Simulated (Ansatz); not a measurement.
Wavefunction ladder for ClH$_{6}$NOSi$_{2}$, SMILES `O[SiH2]N[SiH2]Cl`

```xyz
11

O    -2.039   -1.570    0.143
Si   -0.870   -0.795   -0.712
N    -0.275    0.617    0.085
Si    1.335    0.946    0.558
Cl    2.447    1.857   -0.921
H    -1.813   -1.896    1.015
H     0.329   -1.647   -0.915
H    -1.541   -0.454   -1.985
H    -0.920    1.393    0.159
H     1.339    1.883    1.703
H     2.008   -0.333    0.869
```

Total charge 0; spin multiplicity 1. All single points use the PBE0-D4/def2-TZVP geometry. It is one conformer, not always the lowest. Frozen core, restricted reference, Ansatz 0.2.0. CBS rows extrapolate triple and quadruple zeta; past MP2 they add the triple-zeta difference.

```
     basis      HF (Eh)  MP2 corr.
def2-TZVPP  -1170.43980   -0.88479
def2-QZVPP  -1170.47811   -0.95890
```

Problem. Estimate the CCSD correlation energy and the (T) correction in each basis where they were run (hartree).

Solution. 
```tsv
basis	CCSD corr.	(T)
def2-TZVPP	-0.93644	-0.03517
CBS(def2)	-1.06543	as TZ
```
